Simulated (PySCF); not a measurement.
CaCl, charge +1, singlet, geometry from GFN2-xTB (such geometries of metal compounds can be far from the true shape). Base run: PySCF with B3LYP/def2-SV(P).

Here is a job for PySCF.
```python
from pyscf import gto, scf, dft

mol = gto.Mole()
mol.atom = '''
    Ca   -0.00000000   -0.00000000   -1.06248471
    Cl    0.00000000    0.00000000    1.24998201
'''
mol.basis = 'def2-sv(p)'
mol.charge = 1
mol.verbose = 4
mol.build()

mf = dft.RKS(mol)
mf.xc = 'b3lyp'
mf.kernel()
```

Variants of this job, named by their change:

```tsv
change	E (Eh)	HOMO (eV)	HOMO-LUMO gap (eV)	core-seconds (rough)
base	-1137.42976	-12.80	5.10	2
functional = tpss	-1137.44958	-11.95	4.14	3
functional = tpssh	-1137.43800	-12.42	4.85	3
functional = scan	-1137.48885	-12.09	4.90	3
functional = wb97x_v	-1137.24171	-15.36	9.69	40
functional = m06l	___	___	___	2
functional = camb3lyp	-1137.43757	-14.35	7.57	4
functional = pw6b95	-1138.22039	-13.11	5.57	3
functional = pbe0; dispersion = d4	-1137.07437	-13.07	5.75	2
functional = r2scan	___	-12.09	___	3
functional = b97-1	-1137.29637	-12.76	5.43	2
functional = pbe0; dispersion = d3bj	___	-13.07	5.75	2
functional = mn15	___	___	7.57	3
```

Question: Some entries are withheld; supply them.

Answer: 
- functional = m06l, E (Eh): -1137.40592
- functional = m06l, HOMO (eV): -11.91
- functional = m06l, HOMO-LUMO gap (eV): 4.67
- functional = r2scan, E (Eh): -1137.34276
- functional = r2scan, HOMO-LUMO gap (eV): 4.95
- functional = pbe0; dispersion = d3bj, E (Eh): -1137.07451
- functional = mn15, E (Eh): -1137.20645
- functional = mn15, HOMO (eV): -13.62

Absolute energies of different levels of theory aren't comparable as measures of quality.
